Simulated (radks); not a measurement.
Task: Re11+, 64 electrons, occupied as [Kr] 4d10 4f14 5s2 5p(1/2: 1, 3/2: 1). All-electron calculation, Dirac Kohn-Sham, relativistic LDA (MacDonald-Vosko exchange, VWN5 correlation), spin-unpolarised, spherical densities, finite nucleus; Fermi nuclear charge, rms radius 5.3698 fm. Program: a radial shooting solver on a logarithmic mesh with Libxc functionals. Some entries of the table are withheld. Estimate them.

| orbital | occ. | eigenvalue (hartree) | <r^2> (bohr^2) | r(max) (bohr) |
|---|---|---|---|---|
| 1s1/2 | 2 | -2617.635 | (1) | 0.01130 |
| 2s1/2 | 2 | -459.9960 | 0.006870 | 0.06500 |
| 2p1/2 | 2 | -440.9705 | 0.004891 | 0.04819 |
| 2p3/2 | 4 | -388.7335 | 0.006086 | 0.05511 |
| 3s1/2 | 2 | -111.8735 | 0.04477 | 0.1829 |
| 3p1/2 | 2 | -103.2852 | 0.04096 | (2) |
| 3p3/2 | 4 | -91.92406 | 0.04749 | (3) |
| 3d3/2 | 4 | -77.36741 | 0.03666 | 0.1446 |
| 3d5/2 | 6 | -74.88496 | 0.03845 | 0.1485 |
| 4s1/2 | 2 | -28.78773 | 0.2203 | 0.4141 |
| 4p1/2 | 2 | -25.18556 | 0.2262 | 0.4131 |
| 4p3/2 | 4 | -22.52140 | 0.2607 | 0.4429 |
| 4d3/2 | 4 | -16.56288 | 0.2803 | 0.4381 |
| 4d5/2 | 6 | -16.06598 | 0.2929 | 0.4475 |
| 5s1/2 | 2 | -9.60861 | 1.053 | 0.9138 |
| 4f5/2 | 6 | -8.48689 | 0.3702 | (4) |
| 5p1/2 | 1 | -8.39367 | 1.182 | (5) |
| 4f7/2 | 8 | -8.39012 | 0.3791 | (6) |
| 5p3/2 | 1 | -7.85900 | 1.330 | (7) |

Result: 
(1) 1s1/2 <r^2> (bohr^2): 0.0004520
(2) 3p1/2 r(max) (bohr): 0.1710
(3) 3p3/2 r(max) (bohr): 0.1851
(4) 4f5/2 r(max) (bohr): 0.4115
(5) 5p1/2 r(max) (bohr): 0.9598
(6) 4f7/2 r(max) (bohr): 0.4162
(7) 5p3/2 r(max) (bohr): 1.024
